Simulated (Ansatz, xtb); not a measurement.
Ranking isomers of C4H7N3OS

3 gas-phase structures of C4H7N3OS, from a drawn sample of its isomers (lower ones may exist). Each was relaxed with GFN2-xTB; where two conformers were screened, the lower at r2SCAN-D4/def2-SVP is listed:

A. `CCS(=O)c1ncn[nH]1`, a singlet
B. `CCS(=O)c1nnc[nH]1`, a singlet
C. `CCS(=O)c1nc[nH]n1`, a singlet

**Question.** Make a reasoned guess at their ranking by r2SCAN-D4/def2-SVP single-point energy.

**Answer.** Calculated order at r2SCAN-D4/def2-SVP: A (0.0), C (20.4), B (30.6) kJ/mol.

Energies above the lowest of each column, in kJ/mol; the last columns are at B3LYP/def2-SVP geometries:

```json
{"structure": "A", "GFN2-xTB": "0.0", "HF/STO-3G": "0.0", "r2SCAN-D4/def2-SVP": "0.0", "B3LYP/def2-SVP": "0.0", "CCSD(T)/def2-SVP + ΔMP2/def2-TZVPP": "0.0"}
{"structure": "C", "GFN2-xTB": "18.4", "HF/STO-3G": "19.9", "r2SCAN-D4/def2-SVP": "20.4", "B3LYP/def2-SVP": "19.1", "CCSD(T)/def2-SVP + ΔMP2/def2-TZVPP": "18.6"}
{"structure": "B", "GFN2-xTB": "13.3", "HF/STO-3G": "12.0", "r2SCAN-D4/def2-SVP": "30.6", "B3LYP/def2-SVP": "28.1", "CCSD(T)/def2-SVP + ΔMP2/def2-TZVPP": "24.0"}
```

Every level run on A puts it lowest or level with the lowest. Flexible structures stand in one conformer each, not always the lowest. ΔMP2 is the change of the MP2 energy from the smaller to the larger basis.

Programs: Ansatz 0.2.0, xtb 6.7.1.
